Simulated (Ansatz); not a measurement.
`C[SiH2]C1C=N1` + `[NH2][GeH3]` → `C[SiH2][NH][GeH3]` + `C1=NC1` at 700 K and 1 bar (ligand exchange at the Si–C bond).

Calculated with Ansatz (gas phase, PBE0-D4/def2-TZVP geometries, no zero-point term in ΔE). CCSD(T)/CBS is the MP2 limit (def2-TZVPP, def2-QZVPP) plus CCSD(T) − MP2 in def2-TZVPP, frozen cores. For Ge outer-core shells are correlated without core-valence functions, which leaves a few kJ/mol of doubt a bond. Scalar relativity is left out up to krypton. Each species was taken in one conformer, which may not be the lowest.

| species | CCSD(T)/CBS energy (Eh) | H − E (kJ/mol) | S (J/(mol·K)) |
| --- | --- | --- | --- |
| `C[SiH2]C1C=N1` | -462.07352 | 316.0 | 468.8 |
| `[NH2][GeH3]` | -2133.81884 | 177.8 | 349.1 |
| `C[SiH2][NH][GeH3]` | -2463.39859 | 337.4 | 522.6 |
| `C1=NC1` | -132.51911 | 156.2 | 299.5 |

H − E and S are ideal-gas, rigid-rotor, harmonic terms from PBE0-D4/def2-TZVP, for one conformer and one mirror image of each species. 1 Eh = 2625.50 kJ/mol, R = 8.31446 J/(mol·K).

Problem. By hand: ΔE, ΔH, ΔS and ΔG.

Solution. ΔE = (-2463.39859) + (-132.51911) − (-462.07352) − (-2133.81884) = -0.02534 Eh = -66.5 kJ/mol. Δ(H − E) = 337.4 + 156.2 − 316.0 − 177.8 = -0.2, so ΔH = -66.7 kJ/mol. ΔS = 522.6 + 299.5 − 468.8 − 349.1 = 4.2 J/(mol·K). ΔG = -66.7 − 700 × (4.2)/1000 = -69.6 kJ/mol.

Problem. By hand: the equilibrium constant, and the temperature at which ΔG would vanish if ΔH and ΔS stayed fixed.

Solution. log₁₀ K = −ΔG/(RT ln 10) = 5.2. ΔH and −TΔS have one sign here, so there is no such temperature. One of them is within its doubt of zero, so this could turn.

The number of gas molecules stays the same, so ΔS is small and ΔH decides. A doubt of 5 kJ/mol in ΔE shifts log₁₀ K by 0.4 here. Other conformers and mirror images would add mixing entropy, several J/(mol·K) or more a flexible species. Modes under 60 cm⁻¹, often nearly free rotors, make the harmonic entropy too high. These are equilibria of isolated gas molecules and say nothing of rates. Largest T1 diagnostic: 0.012 (customary marks: 0.02 for closed shells, 0.045 for open ones).
